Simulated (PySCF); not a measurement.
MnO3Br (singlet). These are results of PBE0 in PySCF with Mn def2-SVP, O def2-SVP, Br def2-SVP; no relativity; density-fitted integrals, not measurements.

Harmonic bands of its minimum:

| ω (cm⁻¹) | IR (km/mol, summed over degenerate members) | degeneracy |
| --- | --- | --- |
| 214 | 0.0 | 2 |
| 269 | 2.1 | 1 |
| 428 | 0.3 | 2 |
| 433 | 34.4 | 1 |
| 1070 | 59.1 | 1 |
| 1121 | 231 | 2 |

Task: The central atom is Mn. Infer the point group and assign the bands.

Result: C3v. The modes span 3e + 3a1: 214 e, 269 a1, 428 e, 433 a1, 1070 a1, 1121 e. The computed geometry has Mn–Br 2.264 Å, Mn–O 1.534 Å (×3); Br–Mn–O 107.4° (×3), O–Mn–O 111.5° (×3).

Stability towards spin polarisation was not tested. Only a few start shapes were tried, so a lower isomer may exist.
